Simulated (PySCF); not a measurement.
## Dipole response of Sb²⁺ (antimony, charge +2)

[Kr] 4d10 5s1 5p2, high-spin 4P determinant (an excited configuration). All numbers are calculated (PySCF 2.14, the spin-free X2C one-electron Hamiltonian (Gaussian nucleus), in aug-cc-pwCVTZ-DK3 (10s9p7d4f1g, 109 functions)). Coupled (time-dependent) response in atomic units; α is the mean over directions.

| method | mean α (bohr³) | α xx, yy, zz | C₆ (like pair) | S(−4) |
| --- | --- | --- | --- | --- |
| M06-L | 15.97 | 15.81, 16.05, 16.05 | 102.6 | 73.80 |

S(−4) is the Cauchy moment in α(ω) = α(0) + S(−4) ω² + …

Spin-orbit coupling is absent.

α(iu) at M06-L:

```
u (hartree)  α(iu) (bohr³)
          0          15.97
     0.0500          15.79
      0.100          15.27
      0.200          13.53
      0.300          11.47
      0.500          7.990
      0.750          5.379
       1.00          3.942
       1.50          2.514
       2.00          1.815
       3.00          1.111
       5.00         0.5462
```

A single London oscillator, α(iu) = α/(1 + u²/ω²), gives C₆ = (3/4) ω α². Matching the computed C₆ needs ω = 4 × 102.6 / (3 × 15.97²) = 0.536 hartree.

For an ion, C₆ is the dispersion term alone; charge-induced terms of lower order in 1/R come first.

The components differ because the open shell of this determinant is not spherical; for a pure term their mean is the scalar polarisability.
